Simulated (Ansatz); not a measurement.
`F[SiH2]N[SiH](F)F`, charge 0, multiplicity 1.

(1) Give a relaxed structure at PBE0-D4/def2-TZVP (Ansatz 0.2.0). (Best estimate.)

Results:

(1) The calculation gave: 
Z-matrix (Å, degrees):
```
Si
N 1 1.716
F 1 1.597 2 111.7
H 1 1.478 2 109.4 3 -117.5
H 1 1.477 2 108.1 3 117.9
Si 2 1.699 1 128.3 3 -96.3
H 2 1.013 1 115.6 3 80.9
F 6 1.585 2 110.8 1 123.8
F 6 1.586 2 110.9 1 -120.3
H 6 1.468 2 110.4 1 1.4
```
This is one stationary point; other conformers may exist.
